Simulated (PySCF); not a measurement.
C3H5, SMILES C=[C]C (connectivity only; charge and spin as stated), charge +1, multiplicity 1. The structure is a stationary point at TPSSh-D3(BJ)/def2-TZVP. The multiplicity is an assumed one; other spin states were not compared. The isomer is the one that the SMILES or the coordinates give; other isomers of the formula were not compared.

PySCF with TDA-B3LYP/def2-SVPD puts the lowest singlet excitations at 3.42, 7.42, 7.62, 8.31, 8.69, 9.14 eV.

### Question
What are the lowest excitation roots from ADC(2)/aug-cc-pVDZ (PySCF 2.14.0)? (Estimate from the structure and the level; the computed values follow.)

### Answer
3.62, 7.51, 8.48, 8.56, 8.73, 9.55 eV. S1 differs by 0.20 eV (second minus first; roots are paired by order, and the bases may differ).
